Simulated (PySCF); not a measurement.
Basis-set dependence of excited states

Species: CH6F2OSi2.
Atom-mapped SMILES: `[F:1][CH:2]([F:3])[SiH2:4][O:5][SiH3:6]` (hydrogens: H7 on C2; H8, H9 on Si4; H10, H11, H12 on Si6)

TDDFT with PBE0 (PySCF), vertical singlets, core orbitals frozen in the response, spherical d and f functions. The structure is a single PBE0-D3(BJ)/def2-SVP conformer in the gas phase; no vibrational or solvent corrections.

Task: Compare 6-31G*, def2-SVP, 6-31+G*, def2-SVPD, aug-cc-pVDZ, def2-TZVP and def2-TZVPD for this molecule.

Result: 

```csv
basis,functions,diffuse,S1 (eV),S2 (eV),S3 (eV),S4 (eV),S5 (eV),LUMO (eV),α (au)
6-31G*,104,no,6.75,7.41,7.85,8.23,8.48,0.02,54.9
def2-SVP,122,no,6.95,7.55,8.00,8.33,8.57,0.08,58.6
6-31+G*,128,yes,6.61,7.13,7.49,7.62,7.98,-0.57,63.1
def2-SVPD,185,yes,6.73,7.22,7.64,7.77,8.14,-0.43,69.8
aug-cc-pVDZ,200,yes,6.52,7.04,7.30,7.53,7.74,-0.59,71.0
def2-TZVP,234,no,6.66,7.22,7.63,7.92,8.16,-0.39,65.8
def2-TZVPD,297,yes,6.56,7.11,7.44,7.56,7.91,-0.58,70.6
```

States are compared by their number. Against the largest diffuse basis here (def2-TZVPD, itself not a converged limit), sets without diffuse functions differ by up to 0.39 eV in S1 and 0.66 eV in S5; the smaller diffuse sets differ by up to 0.17 and 0.23 eV. State by state, the largest deviation of a set without diffuse functions is S1 0.39, S2 0.44, S3 0.56, S4 0.78, S5 0.66 eV. The same number needn't mean the same state in each row. Against def2-TZVPD the polarisability deviates by -22% in 6-31G*, -17% in def2-SVP, -11% in 6-31+G*, -1% in def2-SVPD, +1% in aug-cc-pVDZ, -7% in def2-TZVP. A single + in a Pople set puts diffuse functions on heavy atoms only.

Without π bonds the low states may be Rydberg-like; a valence basis with one diffuse set may place them up to an eV too high.
